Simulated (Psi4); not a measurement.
C4H12OSn (SMILES CC[O][SnH2][CH2]C), singlet, geometry from GFN2-xTB (such geometries of metal compounds can be far from the true shape) (core potentials on Sn); Psi4 with R2SCAN/def2-TZVPPD.

The Psi4 input:
```
memory 2 GB

molecule {
0 1
  Sn    0.36769878    0.07203702    0.76514849
  C     2.08182828   -0.64862928   -0.37127631
  C     2.35382208    0.18092326   -1.60917304
  O    -1.07335730   -0.14469673   -0.58571663
  C    -2.42912583    0.16831477   -0.42669681
  C    -3.13870581   -0.10629821   -1.74298869
  H     0.35346315    1.71168719    1.25365799
  H    -0.08833956   -0.80209666    2.16593516
  H     2.94391521   -0.65446408    0.29250240
  H     1.85466019   -1.67854554   -0.64205952
  H     1.48710857    0.18563834   -2.26508609
  H     2.59721895    1.20908405   -1.34899937
  H     3.19695467   -0.24085097   -2.15505420
  H    -2.87543490   -0.43981057    0.36955615
  H    -2.55605087    1.22211965   -0.15009418
  H    -2.70368015    0.50546270   -2.52846640
  H    -3.01822503   -1.15188767   -2.01231391
  H    -4.19658361    0.12352324   -1.65046056
}

set basis def2-tzvppd

energy('r2scan')
print_variables()
```

The log (banner, timings and long lists left out):

```
   => Loading Basis Set <=

    Name: DEF2-TZVPPD
    Role: ORBITAL
    Keyword: BASIS

    !!!  WARNING: ECP capability is in beta. Please check occupations closely.  !!!

         ---------------------------------------------------------
                                   SCF
               by Justin Turney, Rob Parrish, Andy Simmonett
                          and Daniel G. A. Smith
                              RKS Reference
         ---------------------------------------------------------

  ==> Geometry <==

    Molecular point group: c1
    Full point group: C1

    Geometry (in Angstrom), charge = 0, multiplicity = 1:

       Center              X                  Y                   Z               Mass
    ------------   -----------------  -----------------  -----------------  -----------------
         SN           0.315120084529     0.064666823696     0.643540108246   119.902201630000
         C            2.029249584529    -0.655999476304    -0.492884691754    12.000000000000
         C            2.301243384529     0.173553063696    -1.730781421754    12.000000000000
         O           -1.125935995471    -0.152066926304    -0.707325011754    15.994914619570
         C           -2.481704525471     0.160944573696    -0.548305191754    12.000000000000
         C           -3.191284505471    -0.113668406304    -1.864597071754    12.000000000000
         H            0.300884454529     1.704316993696     1.132049608246     1.007825032230
         H           -0.140918255471    -0.809466856304     2.044326778246     1.007825032230
         H            2.891336514529    -0.661834276304     0.170894018246     1.007825032230
         H            1.802081494529    -1.685915736304    -0.763667901754     1.007825032230
         H            1.434529874529     0.178268143696    -2.386694471754     1.007825032230
         H            2.544640254529     1.201713853696    -1.470607751754     1.007825032230
         H            3.144375974529    -0.248221166304    -2.276662581754     1.007825032230
         H           -2.928013595471    -0.447180766304     0.247947768246     1.007825032230
         H           -2.608629565471     1.214749453696    -0.271702561754     1.007825032230
         H           -2.756258845471     0.498092503696    -2.650074781754     1.007825032230
         H           -3.070803725471    -1.159257866304    -2.133922291754     1.007825032230
[...]
   @DF-RKS iter   5:  -449.18542502774079   -6.13212e-03   3.15952e-04 ADIIS/DIIS
   @DF-RKS iter   6:  -449.19470964432043   -9.28462e-03   8.00514e-05 DIIS
   @DF-RKS iter   7:  -449.19527655548262   -5.66911e-04   2.74481e-05 DIIS
   @DF-RKS iter   8:  -449.19534040094072   -6.38455e-05   5.75009e-06 DIIS
   @DF-RKS iter   9:  -449.19534315998789   -2.75905e-06   2.42138e-06 DIIS
   @DF-RKS iter  10:  -449.19534368712692   -5.27139e-07   6.04175e-07 DIIS
  Energy and wave function converged.

  ==> Post-Iterations <==

   Electrons on quadrature grid:
      Ntotal   =   66.0000870572 ; deviation = 8.706e-05

    Orbital Energies [Eh]
    ---------------------

    Doubly Occupied:

[...]
    Virtual:

[...]
     448A    113.877487

    Final Occupation by Irrep:
              A
    DOCC [    33 ]
    NA   [    33 ]
    NB   [    33 ]

  @DF-RKS Final Energy:  -449.19534368712692

   => Energetics <=

    Nuclear Repulsion Energy =            360.2413513661331308
    One-Electron Energy =               -1410.0814541602594545
    Two-Electron Energy =                 653.5115291527060890
    DFT Exchange-Correlation Energy =     -52.8667700457066658
    Empirical Dispersion Energy =           0.0000000000000000
    VV10 Nonlocal Energy =                  0.0000000000000000
    Total Energy =                       -449.1953436871269218

Computation Completed

Properties will be evaluated at   0.000000,   0.000000,   0.000000 [a0]

Properties computed using the SCF density matrix

 Multipole Moments:

 ------------------------------------------------------------------------------------
     Multipole            Electronic (a.u.)      Nuclear  (a.u.)        Total (a.u.)
 ------------------------------------------------------------------------------------

 L = 1.  Multiply by 2.5417464519 to convert [e a0] to [Debye]
 Dipole X            :         26.5283748          -26.0135167            0.5148581
 Dipole Y            :          4.7261507           -4.7308716           -0.0047209
 Dipole Z            :         55.8287398          -55.6530223            0.1757175
 Magnitude           :                                                    0.5440384

 ------------------------------------------------------------------------------------

  Variable Map:
  ----------------------------------------------------------------------------
[...]
  Array Variable Map:
  ----------------------------------------------------------------------------
[...]
[...]
```
